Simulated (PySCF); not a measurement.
GaH3Se2.

```xyz
6

Ga     0.0000     0.0000    -0.7982
H      0.0000     0.0000    -2.3601
Se     0.0000    -2.0408     0.3492
H      0.0000    -1.4061     1.6815
Se     0.0000     2.0408     0.3492
H      0.0000     1.4061     1.6815
```
Charge 0, spin multiplicity 1.

Geometry: B3LYP-D3(BJ)/def2-SVP. The structure was generated by enumeration; whether it is a known compound was not checked. One conformer was computed; it need not be the lowest.

The numbers are results of B3LYP/pcSseg-1 in PySCF, not measurements. Non-relativistic, no solvent.

Q: Give the absolute GIAO shielding of each atom: isotropic value and principal components (ppm). (An estimate is asked for; the answer gives what the named calculation found.)

A: 
```tsv
atom	σ(iso)	σ11	σ22	σ33	span
Ga1	1115.4	978.6	1069.9	1297.8	319.2
H2	24.9	19.0	19.3	36.4	17.4
Se3	1772.2	1465.8	1784.8	2066.1	600.3
H4	30.1	21.0	27.7	41.6	20.7
Se5	1772.2	1465.8	1784.8	2066.1	600.3
H6	30.1	21.0	27.7	41.6	20.7
```
